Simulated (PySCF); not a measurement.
C3H5ClO2S.
Bonds: O1–S2 (double), S2–O3 (double), S2–Cl4, S2–C5, C5–C6, C6–C7, C5–C7. Hydrogens: H8 on C5; H9, H10 on C6; H11, H12 on C7.

NICS is the negative of the GIAO shielding at a point without a nucleus: at the ring centre (0) and 1 Å above and below it (1); zz is the component along the ring normal. Level: GIAO PBE0/pcSseg-1 (PySCF, non-relativistic, gas phase) on the GFN2-xTB geometry, one conformer.

Ring bond lengths (Å), with Mayer bond orders in brackets: C5–C6 1.492 (0.92), C6–C7 1.492 (0.97), C7–C5 1.489 (0.90).

**Question.** Give the NICS values of each ring in ppm.

**Answer.** 
| ring | type | NICS(0) | NICS(1), two faces | NICS(1)zz, two faces | rms pucker (Å) | centre to ring atoms, mean (Å) |
| --- | --- | --- | --- | --- | --- | --- |
| C5–C6–C7 | 3-membered carbocycle; formal bonds all single | -42.4 | -9.3 / -9.1 | -25.0 / -23.8 | 0.00 | 0.86 |

**Question.** What do they say, and how far can they be read as aromaticity?

**Answer.** 
- C5–C6–C7: mean NICS(1)zz -24.4 ppm, shielded. C5, C6, C7 have four or more neighbours, and the NICS criterion for π rings isn't applied. NICS(0) lies 33 ppm below the mean NICS(1).

**Question.** What is the mean of the two in-plane components of NICS at the second NICS(1) probe listed for ring C5–C6–C7, 1 Å off the ring?

**Answer.** The isotropic value is a third of the trace: (3 × -9.1 − (-23.8))/2 = -1.7 ppm.

**Question.** What are the shieldings of the ring atoms and their hydrogens in the same run (means over atoms taken as equivalent)?

**Answer.** 
```csv
atoms,environment,σ isotropic (ppm),"principal values of the symmetric part, first atom (ppm)"
C5,sp3 carbon bound to sulfur,136.2,"77.3, 117.0, 214.3"
C6 (×2),three-membered-ring carbon,176.8,"147.8, 176.8, 200.4"
H8,methine hydrogen,28.56,"23.5, 26.9, 35.2"
H9 (×2),methylene hydrogen,30.58,"25.1, 25.5, 41.0"
H10 (×2),methylene hydrogen,30.39,"23.8, 29.1, 37.3"
```

On one thread, Arm Neoverse V1 (aarch64), no GPU, shared host with 32 logical CPUs at a one-minute load of 31, this took 19 s and 0.72 GiB of memory at its peak. This is the whole shielding run at PBE0/pcSseg-1, SCF included.

The values belong to the conformer `[O:1]=[S:2](=[O:3])([Cl:4])[CH:5]1[CH2:6][CH2:7]1`: O1–S2–C5–C6 113°.
